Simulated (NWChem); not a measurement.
System: C3H4F2; SMILES C=CC(F)F

NWChem input:

```
start job
memory heap 200 mb stack 900 mb global 1100 mb
geometry units angstroms noautoz
  C     -0.033216     1.903634     0.226174
  C      0.646891     0.831512    -0.172101
  C      0.020649    -0.511602    -0.396436
  F      0.728292    -1.467612     0.289228
  F     -1.269726    -0.538260     0.051870
  H     -1.099479     1.854601     0.423744
  H      0.455885     2.862221     0.371306
  H      1.714695     0.872721    -0.376690
  H      0.010792    -0.812211    -1.452011
end
basis spherical
  * library def2-svp
end
dft
  xc xcamb88 1.00 lyp 0.81 vwn_5 0.19 hfexch 1.00
  cam 0.33 cam_alpha 0.19 cam_beta 0.46
  iterations 150
  mulliken
end
task dft energy
```

Output (shortened):

```
             Northwest Computational Chemistry Package (NWChem) 7.3.0
             --------------------------------------------------------

 C1  symmetry detected

                             Geometry "geometry" -> ""
                             -------------------------

 Output coordinates in angstroms (scale by  1.889725989 to convert to a.u.)

  No.       Tag          Charge          X              Y              Z
 ---- ---------------- ---------- -------------- -------------- --------------
    1 C                    6.0000     0.00150362     1.90253248     0.22454640
    2 C                    6.0000     0.65989007     0.81813861    -0.17698979
    3 C                    6.0000     0.00854981    -0.51395448    -0.39549452
    4 F                    9.0000     0.70381363    -1.48156046     0.28655807
    5 F                    9.0000    -1.27904728    -0.51734119     0.06149434
    6 H                    1.0000    -1.06410430     1.87254502     0.42932784
    7 H                    1.0000     0.50840902     2.85249344     0.36523474
    8 H                    1.0000     1.72685341     0.84026845    -0.38879097
    9 H                    1.0000    -0.01371625    -0.81549170    -1.45061585

 Effective nuclear repulsion energy (a.u.)     175.5462541219

                                 NWChem DFT Module
                                 -----------------

 Summary of "ao basis" -> "ao basis" (spherical)
 ------------------------------------------------------------------------------
       Tag                 Description            Shells   Functions and Types
 ---------------- ------------------------------  ------  ---------------------
 C                          def2-svp                 6       14   3s2p1d
 F                          def2-svp                 6       14   3s2p1d
 H                          def2-svp                 3        5   2s1p

            General Information
            -------------------
          SCF calculation type: DFT
          Wavefunction type:  closed shell.
          No. of atoms     :     9
          No. of electrons :    40
           Alpha electrons :    20
            Beta electrons :    20
          Charge           :     0
          Spin multiplicity:     1
          Use of symmetry is: off; symmetry adaption is: off
          Maximum number of iterations: 150
          AO basis - number of functions:    90
                     number of shells:    42
          Convergence on energy requested:  1.00D-06
          Convergence on density requested:  1.00D-05
          Convergence on gradient requested:  5.00D-04

              XC Information
              --------------
                     Hartree-Fock (Exact) Exchange  1.000
                   CAM-Becke88 Exchange Functional  1.000
                      VWN V Correlation Functional  0.190 local
              Lee-Yang-Parr Correlation Functional  0.810

           Range-Separation Parameters
           ---------------------------
           Alpha           :  0.19
           Beta            :  0.46
           Gamma           :  0.33
           Short-Range HF  :     F

             Grid Information
             ----------------
          Grid used for XC integration:  medium
          Radial quadrature: Mura-Knowles
          Angular quadrature: Lebedev.
          Tag              B.-S. Rad. Rad. Pts. Rad. Cut. Ang. Pts.
          ---              ---------- --------- --------- ---------
          C                   0.70       49          10.0       434
          F                   0.50       49          11.0       434
          H                   0.35       45          11.0       434
          Grid pruning is: on
          Number of quadrature shells:   425
          Spatial weights used:  Erf1

      Superposition of Atomic Density Guess
      -------------------------------------

 Sum of atomic energies:        -313.45657035

      Non-variational initial energy
      ------------------------------

 Total energy =    -315.621967
 1-e energy   =    -780.057525
 2-e energy   =     288.889303
 HOMO         =      -0.333989
 LUMO         =      -0.004502

     ---------------------------------------------
      Total Density - Mulliken Population Analysis
     ---------------------------------------------

    Atom       Charge   Shell Charges
 -----------   ------   -------------------------------------------------------
    1 C    6     6.17   1.99  0.96  0.27  1.98  0.94  0.03
    2 C    6     6.24   1.99  0.98  0.28  1.98  0.98  0.03
    3 C    6     5.02   1.99  0.88  0.15  1.44  0.47  0.10
    4 F    9     9.45   1.99  1.14  0.78  3.46  2.08  0.00
    5 F    9     9.44   1.99  1.14  0.78  3.45  2.07  0.00
    6 H    1     0.90   0.67  0.20  0.03
    7 H    1     0.90   0.67  0.20  0.03
    8 H    1     0.90   0.67  0.20  0.02
    9 H    1     0.98   0.72  0.24  0.02

   convergence    iter        energy       DeltaE   RMS-Dens  Diis-err
 ---------------- ----- ----------------- --------- --------- ---------
 d= 0,ls=0.0,diis     1   -315.9168927541 -4.91D+02  1.32D-02  9.83D-01
 d= 0,ls=0.0,diis     2   -315.9322235203 -1.53D-02  6.14D-03  1.08D+00
 d= 0,ls=0.0,diis     3   -316.0257442505 -9.35D-02  1.08D-03  2.13D-02
 d= 0,ls=0.0,diis     4   -316.0273251856 -1.58D-03  3.94D-04  3.19D-03
 d= 0,ls=0.0,diis     5   -316.0276371160 -3.12D-04  1.03D-04  1.30D-04
  Resetting Diis
 d= 0,ls=0.0,diis     6   -316.0276512053 -1.41D-05  3.39D-05  1.89D-05
 d= 0,ls=0.0,diis     7   -316.0276534883 -2.28D-06  1.17D-05  5.86D-07
 d= 0,ls=0.0,diis     8   -316.0276535094 -2.11D-08  4.84D-06  5.64D-07

         Total DFT energy =     -316.027653509419
      One electron energy =     -782.990658533126
           Coulomb energy =      329.950388809625
    Exchange-Corr. energy =      -38.533637907829
 Nuclear repulsion energy =      175.546254121911

 Numeric. integr. density =       39.999986632314

                       DFT Final Molecular Orbital Analysis
                       ------------------------------------

 Vector   18  Occ=2.000000D+00  E=-4.565078D-01
              MO Center=  8.2D-02,  7.4D-01, -3.7D-03, r^2= 3.5D+00
   Bfn.  Coefficient  Atom+Function         Bfn.  Coefficient  Atom+Function
  ----- ------------  ---------------      ----- ------------  ---------------
     4      0.286468  1 C  px                62     -0.256480  5 F  pz
    71     -0.255507  6 H  s                 81     -0.237090  8 H  s
    48     -0.228903  4 F  pz                18     -0.218122  2 C  px
    76      0.186529  7 H  s                 65      0.174976  5 F  pz
    86      0.164287  9 H  s                 51      0.154601  4 F  pz

 Vector   19  Occ=2.000000D+00  E=-4.060241D-01
              MO Center=  9.3D-02, -2.5D-01, -1.6D-01, r^2= 2.8D+00
   Bfn.  Coefficient  Atom+Function         Bfn.  Coefficient  Atom+Function
  ----- ------------  ---------------      ----- ------------  ---------------
    47     -0.255170  4 F  py                86      0.249748  9 H  s
    19      0.247246  2 C  py                33     -0.239547  3 C  py
    48     -0.238224  4 F  pz                62     -0.213478  5 F  pz
    61     -0.202949  5 F  py                34     -0.190293  3 C  pz
    50      0.178113  4 F  py                51      0.164989  4 F  pz

 Vector   20  Occ=2.000000D+00  E=-3.538075D-01
              MO Center=  3.2D-01,  1.2D+00, -9.7D-03, r^2= 1.7D+00
   Bfn.  Coefficient  Atom+Function         Bfn.  Coefficient  Atom+Function
  ----- ------------  ---------------      ----- ------------  ---------------
    20      0.390854  2 C  pz                 6      0.381484  1 C  pz
    23      0.258321  2 C  pz                 9      0.252997  1 C  pz
    86      0.112172  9 H  s                  5     -0.100797  1 C  py
    19     -0.090803  2 C  py                47      0.088290  4 F  py
    18      0.080731  2 C  px                 4      0.077161  1 C  px

 Vector   21  Occ=0.000000D+00  E= 3.412804D-02
              MO Center=  2.7D-01,  1.2D+00, -1.8D-03, r^2= 2.5D+00
   Bfn.  Coefficient  Atom+Function         Bfn.  Coefficient  Atom+Function
  ----- ------------  ---------------      ----- ------------  ---------------
     9      0.607997  1 C  pz                23     -0.546976  2 C  pz
     6      0.396033  1 C  pz                20     -0.377448  2 C  pz
    87     -0.247578  9 H  s                 22      0.197306  2 C  py
    36      0.139885  3 C  py                 8     -0.138354  1 C  py
    45      0.127121  4 F  s                 19      0.108519  2 C  py

 Vector   22  Occ=0.000000D+00  E= 1.154861D-01
              MO Center=  1.1D+00,  1.2D+00, -4.7D-01, r^2= 5.8D+00
   Bfn.  Coefficient  Atom+Function         Bfn.  Coefficient  Atom+Function
  ----- ------------  ---------------      ----- ------------  ---------------
    82      1.336380  8 H  s                 77      1.139096  7 H  s
     3     -1.004073  1 C  s                 87      0.988135  9 H  s
    31     -0.756945  3 C  s                 17     -0.636821  2 C  s
    21     -0.634646  2 C  px                37      0.406613  3 C  pz
     8     -0.361306  1 C  py                18     -0.202895  2 C  px

 Vector   23  Occ=0.000000D+00  E= 1.388450D-01
              MO Center= -2.2D-03,  4.6D-01, -9.9D-01, r^2= 6.9D+00
   Bfn.  Coefficient  Atom+Function         Bfn.  Coefficient  Atom+Function
  ----- ------------  ---------------      ----- ------------  ---------------
    87      1.778239  9 H  s                  3      1.622952  1 C  s
    31     -1.505160  3 C  s                 77     -1.065647  7 H  s
    72     -0.817701  6 H  s                 37      0.742116  3 C  pz
    23     -0.307598  2 C  pz                22     -0.304200  2 C  py
    34      0.240342  3 C  pz                 8      0.233298  1 C  py

     ---------------------------------------------
      Total Density - Mulliken Population Analysis
     ---------------------------------------------

    Atom       Charge   Shell Charges
 -----------   ------   -------------------------------------------------------
    1 C    6     6.01   1.99  0.90  0.22  2.07  0.81  0.03
    2 C    6     6.15   1.99  0.91  0.26  2.10  0.86  0.03
    3 C    6     5.52   1.99  0.94  0.05  1.95  0.48  0.12
    4 F    9     9.24   1.99  1.13  0.78  3.35  1.97  0.01
    5 F    9     9.22   1.99  1.13  0.78  3.35  1.96  0.01
    6 H    1     0.96   0.73  0.20  0.02
    7 H    1     0.96   0.74  0.20  0.02
    8 H    1     0.97   0.74  0.21  0.02
    9 H    1     0.98   0.76  0.20  0.02

     -------------------------------------------
      Total Density - Lowdin Population Analysis
     -------------------------------------------

    Atom       Charge   Shell Charges
 -----------   ------   -------------------------------------------------------
    1 C    6     6.02   1.97  0.60  0.32  1.86  1.21  0.07
    2 C    6     6.07   1.97  0.61  0.31  1.92  1.19  0.08
    3 C    6     5.80   1.96  0.60  0.30  1.74  0.93  0.26
    4 F    9     9.12   1.98  1.02  0.75  3.23  2.13  0.01
    5 F    9     9.10   1.98  1.02  0.75  3.23  2.13  0.01
    6 H    1     0.97   0.63  0.27  0.07
    7 H    1     0.97   0.63  0.27  0.07
    8 H    1     0.96   0.63  0.27  0.07
    9 H    1     0.99   0.66  0.26  0.06

     Multipole analysis of the density
     ---------------------------------

     L   x y z        total         alpha         beta         nuclear
     -   - - -        -----         -----         ----         -------
     0   0 0 0     -0.000000    -20.000000    -20.000000     40.000000

     1   1 0 0      0.257654      0.128827      0.128827     -0.000000
     1   0 1 0      0.619436      0.309718      0.309718      0.000000
     1   0 0 1     -0.482515     -0.241258     -0.241258      0.000000

     2   2 0 0    -21.283057    -57.365388    -57.365388     93.447719
     2   1 1 0      0.399577     -1.086860     -1.086860      2.573298
     2   1 0 1     -0.513482      0.697466      0.697466     -1.908415
     2   0 2 0    -20.615994   -121.898347   -121.898347    223.180700
     2   0 1 1      1.460937     -1.963483     -1.963483      5.387903
     2   0 0 2    -20.746221    -18.899405    -18.899405     17.052588
```

Level: CAM-B3LYP/def2-SVP. Structure relaxed at the B3LYP/6-31G* (spherical d) level.
